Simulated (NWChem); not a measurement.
ZrCl$_{4}$; SMILES [Cl][Zr]([Cl])([Cl])[Cl]

Program: NWChem. Medium grid unless said otherwise, to which SCAN and Minnesota functionals are sensitive. All runs use the structure optimised with PBE0/def2-SVP. Not confirmed as a minimum by frequencies. def2 effective core potentials on Zr; no spin-orbit coupling. B3LYP is NWChem's, with the RPA form of VWN correlation.

Question: Order these by “highest occupied level (eV)”, lowest first: BHandHLYP/def2-SVP; N12/def2-SVP; MN15/def2-SVP; LC-wPBE (HJS exchange hole, range parameter 0.4 per bohr)/def2-SVP; B3LYP/def2-SVP.

Answer: LC-wPBE (HJS exchange hole, range parameter 0.4 per bohr)/def2-SVP (-12.55), BHandHLYP/def2-SVP (-10.90), MN15/def2-SVP (-10.35), B3LYP/def2-SVP (-9.33), N12/def2-SVP (-8.13)
